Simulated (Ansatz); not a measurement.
`CC(Br)[TeH]` + `N[AsH2]` → `N[AsH][TeH]` + `CCBr` at 600 K and 1 bar (ligand exchange at a Te–C bond).

Computed with Ansatz on PBE0-D4/def2-TZVP structures; ΔE is electronic, products minus reactants. CCSD(T)/CBS is the MP2 limit (def2-TZVPP, def2-QZVPP) plus CCSD(T) − MP2 in def2-TZVPP, frozen cores. def2 core potentials past Kr. For As, Br, Te outer-core shells are correlated without core-valence functions, which leaves a few kJ/mol of doubt a bond. Scalar relativity is left out up to krypton. Each species was taken in one conformer, which may not be the lowest.

```
      species  CCSD(T)/CBS energy (Eh)  H − E (kJ/mol)  S (J/(mol·K))
`CC(Br)[TeH]`              -2920.15173           216.3          426.0
    `N[AsH2]`              -2292.09958           143.7          315.6
`N[AsH][TeH]`              -2559.85306           157.0          403.0
       `CCBr`              -2652.43806           211.8          342.1
```

H − E and S are ideal-gas, rigid-rotor, harmonic terms from PBE0-D4/def2-TZVP, for one conformer and one mirror image of each species. 1 Eh = 2625.50 kJ/mol, R = 8.31446 J/(mol·K).

Task: By hand: ΔE, ΔH, ΔS and ΔG.

Result: ΔE = (-2559.85306) + (-2652.43806) − (-2920.15173) − (-2292.09958) = -0.03981 Eh = -104.5 kJ/mol. Δ(H − E) = 157.0 + 211.8 − 216.3 − 143.7 = 8.8, so ΔH = -95.7 kJ/mol. ΔS = 403.0 + 342.1 − 426.0 − 315.6 = 3.5 J/(mol·K). ΔG = -95.7 − 600 × (3.5)/1000 = -97.8 kJ/mol.

Task: By hand: the equilibrium constant, and the temperature at which ΔG would vanish if ΔH and ΔS stayed fixed.

Result: log₁₀ K = −ΔG/(RT ln 10) = 8.5. ΔH and −TΔS have one sign here, so there is no such temperature. One of them is within its doubt of zero, so this could turn.

The number of gas molecules stays the same, so ΔS is small and ΔH decides. A doubt of 5 kJ/mol in ΔE shifts log₁₀ K by 0.4 here. Other conformers and mirror images would add mixing entropy, several J/(mol·K) or more a flexible species. These are equilibria of isolated gas molecules and say nothing of rates. Largest T1 diagnostic: 0.012 (customary marks: 0.02 for closed shells, 0.045 for open ones).
